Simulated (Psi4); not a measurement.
H₂S₂, charge -1, doublet, at the geometry of the source list (a state made from the parent by changing its charge; the spin is typed, not shown lowest) (a gas-phase anion, which may not be bound at this level). Base run: CCSD/cc-pVDZ in Psi4 1.11.

Psi4 was given this input:
```
memory 2 GB

molecule mol {
-1 2
  S    -0.901900    0.443900    0.487000
  S     0.900200    0.457200   -0.477800
  H    -1.530600   -0.450500   -0.292300
  H     1.532400   -0.450600    0.283100
}

set basis cc-pvdz
set reference uhf

energy('ccsd')
print_variables()
```

Variants of this job, named by their change:

```tsv
change	ΔE vs base (kcal/mol)	MP2 correlation (Eh)	basis functions	core-seconds (rough)	outcome
base	0.000	-0.29378	46	20	converged
puream = on	0.000	-0.29378	46	20	converged
scf_type = pk; mp2_type = conv	0.000	-0.29378	46	20	converged
method = cisd	-	-	-	-	input refused
method = omp2	17.13	-0.29385	46	6	converged
freeze_core = on	7.77	-0.27976	46	9	converged
method = mp2	18.87	-0.29385	46	2	converged
method = mp2.5	10.29	-0.29385	46	3	converged
method = mp3	1.72	-0.29385	46	3	converged
method = lccd	-4.87	-0.29378	46	10	converged
```

Open shells are given as the SCF converged; they aren't shown to be the lowest states, and a large step between rows can be another state.

A gas-phase anion may not be bound at this level; its values then depend on the basis.

- method = cisd: ended with `psi4.driver.p4util.exceptions.MissingMethodError: Method=cisd is not available for any derivative level under conditions CI_TYPE=CONV, REFERENCE=UHF, FREEZE_CORE=FALSE, QC_MODULE=(auto). See https://psicode.org/psi4manual/master/introduction.html#ss-cisd. Or d`
